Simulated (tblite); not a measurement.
Record of a relaxation.

Compound: C₇H₁₃AlO₂.
SMILES with atom numbers: `[CH3:1][CH2:2][CH2:3]/[CH:4]=[CH:5]\[Al:6]1[O:7][CH2:8][CH2:9][O:10]1` (hydrogens: H11, H12, H13 on C1; H14, H15 on C2; H16, H17 on C3; H18 on C4; H19 on C5; H20, H21 on C8; H22, H23 on C9)

Computed with GFN2-xTB (tblite), gas phase: L-BFGS steps from a force-field or distance-geometry start until the largest atomic force falls under 0.01 eV/Å. 5 of its 186 geometries are shown.

Step 0: E = -838.6413 eV, largest atomic force 2.971 eV/Å
```
atom  x, y, z in Å  |  force x, y, z in eV/Å
C1     -2.869    0.701    0.266   -1.333   1.114  -0.116
C2     -2.961   -0.779    0.422   -0.146  -0.742   1.169
C3     -1.560   -1.365    0.289   -0.648  -0.731  -1.153
C4     -1.109   -0.979   -1.091    0.411  -0.894   0.577
C5     -0.027   -0.252   -1.299    0.200   0.360  -0.320
Al6     1.096    0.431    0.183    2.220   0.149  -0.405
O7      2.452   -0.632    0.850   -1.909   1.400   0.014
C8      3.486    0.312    0.896    1.496  -1.800   0.309
C9      3.370    1.223   -0.274    0.478   2.915   0.315
O10     2.148    1.940   -0.119   -1.239  -2.000  -0.022
H11    -3.930    1.049    0.035    1.454   0.188   0.434
H12    -2.210    0.917   -0.600   -0.532   0.328   0.754
H13    -2.494    1.137    1.218   -0.214   0.103  -0.917
H14    -3.313   -1.060    1.433   -0.242   0.214  -0.411
H15    -3.675   -1.173   -0.312    0.392  -0.250   0.094
H16    -0.866   -0.941    1.036   -0.071  -0.169  -0.100
H17    -1.681   -2.467    0.383    0.563   0.559   0.039
H18    -1.713   -1.355   -1.911   -0.020  -0.028   0.062
H19     0.226   -0.028   -2.333    0.078   0.124   0.099
H20     3.564    0.845    1.864   -0.373   0.006  -0.483
H21     4.428   -0.267    0.804   -0.047   0.058   0.023
H22     3.455    0.763   -1.257   -0.133  -0.391   0.204
H23     4.178    2.009   -0.201   -0.383  -0.511  -0.167
```

Step 46: E = -839.9446 eV, largest atomic force 0.131 eV/Å
```
atom  x, y, z in Å  |  force x, y, z in eV/Å
C1     -2.984    0.773    0.465    0.032   0.049  -0.006
C2     -2.945   -0.747    0.509   -0.009  -0.007   0.014
C3     -1.545   -1.295    0.216    0.046  -0.008  -0.007
C4     -1.173   -1.143   -1.218   -0.001   0.082  -0.056
C5     -0.092   -0.520   -1.678    0.018   0.130  -0.003
Al6     1.343    0.236   -0.570   -0.011  -0.030  -0.034
O7      2.084   -0.233    0.903    0.024   0.061  -0.043
C8      3.392    0.275    0.966    0.016   0.013   0.028
C9      3.590    1.417   -0.091   -0.026  -0.059   0.041
O10     2.550    1.372   -1.029   -0.069  -0.077   0.017
H11    -3.978    1.142    0.703   -0.033  -0.005   0.014
H12    -2.710    1.140   -0.520    0.020  -0.015  -0.094
H13    -2.281    1.190    1.180    0.038   0.030   0.079
H14    -3.258   -1.088    1.497   -0.014   0.010   0.051
H15    -3.657   -1.142   -0.217    0.000  -0.069  -0.021
H16    -0.808   -0.771    0.836    0.122   0.003  -0.020
H17    -1.517   -2.356    0.474   -0.024  -0.050   0.020
H18    -1.890   -1.574   -1.914   -0.012   0.026   0.010
H19     0.027   -0.441   -2.757    0.057  -0.030   0.052
H20     3.600    0.657    1.970   -0.074  -0.025   0.029
H21     4.095   -0.536    0.744   -0.006   0.008   0.041
H22     4.553    1.275   -0.591   -0.009   0.017  -0.090
H23     3.601    2.395    0.405   -0.084  -0.051  -0.025
```

Step 92: E = -840.0257 eV, largest atomic force 0.073 eV/Å
```
atom  x, y, z in Å  |  force x, y, z in eV/Å
C1     -2.753    0.786    0.486   -0.030   0.012  -0.009
C2     -2.676   -0.725    0.662   -0.001   0.003   0.001
C3     -1.388   -1.326    0.096    0.016   0.004  -0.050
C4     -1.222   -1.078   -1.365   -0.026  -0.010  -0.028
C5     -0.161   -0.483   -1.902   -0.021   0.006  -0.034
Al6     1.297    0.135   -0.766   -0.059  -0.019   0.014
O7      1.795   -0.224    0.833    0.006  -0.016   0.007
C8      3.055    0.326    1.101    0.026   0.021  -0.014
C9      3.454    1.326   -0.040    0.028   0.034  -0.042
O10     2.605    1.167   -1.144   -0.002  -0.043   0.035
H11    -3.685    1.159    0.902   -0.017   0.042   0.018
H12    -2.719    1.055   -0.567    0.031  -0.012  -0.009
H13    -1.928    1.281    0.994    0.051  -0.050  -0.017
H14    -2.732   -0.964    1.726   -0.020  -0.020   0.014
H15    -3.536   -1.187    0.172   -0.016  -0.010  -0.018
H16    -0.518   -0.907    0.617    0.009  -0.008  -0.025
H17    -1.411   -2.407    0.262    0.027   0.008   0.045
H18    -2.040   -1.427   -1.992   -0.012  -0.002   0.023
H19    -0.111   -0.351   -2.979   -0.003   0.026   0.035
H20     3.020    0.848    2.063    0.030  -0.007  -0.008
H21     3.793   -0.483    1.157   -0.033   0.058   0.014
H22     4.488    1.149   -0.353    0.007  -0.020   0.019
H23     3.369    2.356    0.324    0.011   0.004   0.029
```

Step 139: E = -840.0534 eV, largest atomic force 0.050 eV/Å
```
atom  x, y, z in Å  |  force x, y, z in eV/Å
C1     -2.463    0.752    0.512    0.020   0.001   0.004
C2     -2.596   -0.758    0.662    0.001  -0.002  -0.002
C3     -1.427   -1.494   -0.004   -0.010   0.004   0.020
C4     -1.282   -1.124   -1.442   -0.017  -0.005   0.017
C5     -0.257   -0.418   -1.907    0.007   0.003   0.008
Al6     1.171    0.161   -0.712    0.009   0.011   0.000
O7      1.646   -0.104    0.911   -0.006  -0.014   0.009
C8      2.870    0.514    1.199   -0.012   0.018  -0.018
C9      3.406    1.278   -0.066   -0.001   0.012   0.001
O10     2.515    1.130   -1.134    0.028  -0.028   0.023
H11    -3.195    1.269    1.127   -0.001  -0.001   0.007
H12    -2.608    1.052   -0.523   -0.008  -0.001  -0.002
H13    -1.463    1.067    0.814    0.008   0.001   0.025
H14    -2.611   -1.019    1.722   -0.009  -0.005  -0.030
H15    -3.541   -1.090    0.223    0.023   0.015   0.001
H16    -0.494   -1.225    0.509   -0.006   0.013  -0.024
H17    -1.586   -2.571    0.098    0.013   0.000  -0.032
H18    -2.093   -1.438   -2.095   -0.014  -0.011   0.015
H19    -0.217   -0.144   -2.956   -0.002  -0.027  -0.032
H20     2.726    1.217    2.026    0.015   0.007   0.011
H21     3.593   -0.248    1.505   -0.005  -0.002   0.009
H22     4.386    0.876   -0.348   -0.044   0.017  -0.017
H23     3.515    2.344    0.163    0.011  -0.007   0.008
```

Step 185: E = -840.0643 eV, largest atomic force 0.008 eV/Å
```
atom  x, y, z in Å  |  force x, y, z in eV/Å
C1     -2.255    0.746    0.659   -0.006   0.000  -0.006
C2     -2.572   -0.742    0.626   -0.002  -0.004   0.001
C3     -1.455   -1.538   -0.059    0.002  -0.001   0.000
C4     -1.305   -1.169   -1.496    0.001  -0.007  -0.002
C5     -0.264   -0.487   -1.963   -0.005   0.000  -0.006
Al6     1.138    0.119   -0.750    0.000  -0.002   0.004
O7      1.542   -0.034    0.909   -0.002   0.001  -0.004
C8      2.744    0.623    1.209   -0.002  -0.004   0.002
C9      3.347    1.277   -0.086    0.000  -0.003  -0.006
O10     2.505    1.050   -1.179    0.002   0.003   0.003
H11    -2.995    1.286    1.245   -0.005   0.001   0.002
H12    -2.244    1.159   -0.348    0.004   0.003   0.003
H13    -1.272    0.905    1.103    0.007   0.002  -0.002
H14    -2.688   -1.111    1.647    0.001  -0.001  -0.001
H15    -3.517   -0.909    0.102    0.001   0.002   0.002
H16    -0.505   -1.324    0.446    0.002   0.001   0.003
H17    -1.673   -2.606    0.028   -0.002   0.002  -0.001
H18    -2.118   -1.479   -2.148    0.002   0.003   0.002
H19    -0.213   -0.232   -3.017    0.000   0.000   0.001
H20     2.549    1.396    1.959    0.001   0.002   0.003
H21     3.452   -0.101    1.625    0.002   0.000   0.001
H22     4.331    0.843   -0.293    0.002   0.001  -0.002
H23     3.463    2.355    0.063   -0.001   0.002   0.002
```

**Question.** Summarise the path.

**Answer.** The energy falls by 137.30 kJ/mol from step 0 to step 185; nine tenths of that is first reached at step 40. It falls at every step. The largest force goes from 2.971 to 0.008 eV/Å. Among the bonds Al6–O10 changes most, from 1.865 to 1.709 Å; the atoms move by 0.897 Å rms after alignment.

**Question.** Follow the three bonds and two angles with the largest change from start to end.

**Answer.** 
```csv
step,E above end (kJ/mol),largest force (eV/Å),Al6–O10 (Å),Al6–O7 (Å),C8–C9 (Å),C5–Al6–O7 (°),Al6–O10–C9 (°)
0,137.30,2.971,1.865,1.847,1.487,119.2,95.4
8,48.16,0.303,1.732,1.719,1.538,127.8,99.8
16,35.44,0.286,1.717,1.723,1.555,134.7,104.1
24,25.95,0.283,1.715,1.718,1.567,136.9,108.5
32,17.53,0.249,1.706,1.712,1.572,134.0,111.0
40,13.54,0.134,1.710,1.710,1.568,134.1,111.1
48,10.99,0.134,1.716,1.714,1.563,134.5,111.1
56,8.67,0.105,1.713,1.714,1.566,136.1,110.5
64,7.42,0.098,1.710,1.712,1.565,138.2,111.0
72,5.99,0.065,1.710,1.715,1.567,137.9,111.1
80,5.41,0.113,1.714,1.712,1.569,137.3,111.2
88,4.16,0.082,1.711,1.711,1.566,135.1,111.3
97,2.98,0.088,1.709,1.714,1.570,135.6,111.7
105,2.52,0.032,1.709,1.715,1.570,135.6,111.8
113,2.20,0.040,1.708,1.715,1.571,135.9,111.8
121,1.88,0.065,1.709,1.715,1.572,135.7,112.2
129,1.31,0.035,1.710,1.715,1.571,136.9,112.1
137,1.12,0.033,1.710,1.714,1.572,137.3,112.0
145,0.67,0.048,1.709,1.714,1.573,138.3,112.0
153,0.50,0.021,1.709,1.714,1.572,138.6,112.1
161,0.35,0.025,1.708,1.715,1.571,138.5,112.0
169,0.20,0.027,1.708,1.715,1.571,137.9,112.0
177,0.06,0.024,1.709,1.714,1.571,137.9,112.0
185,0.00,0.008,1.709,1.714,1.571,138.0,112.0
```

What follows is the cost of the whole relaxation. The run took 2.0 s on Arm Neoverse V1, one thread, shared host with 64 logical CPUs at a one-minute load of 29.
